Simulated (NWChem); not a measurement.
Molecule: GaH3Se; SMILES [GaH2][SeH]

This build's default masses of Se (78.918 u) and Br (79.917 u) are each other's, which moves their modes by up to 0.6 %.

Q: Give the equilibrium geometry at PBE0/def2-SVP (NWChem) as a list of bonds and angles, with the point group.

A: point group Cs; any orientation.
Bonds (Å): Ga1–H2 1.563, Ga1–H3 1.563, Ga1–Se4 2.322, Se4–H5 1.471. Bond angles (°): H2–Ga1–H3 126.6, H2–Ga1–Se4 115.1, H3–Ga1–Se4 118.4, Ga1–Se4–H5 93.8.
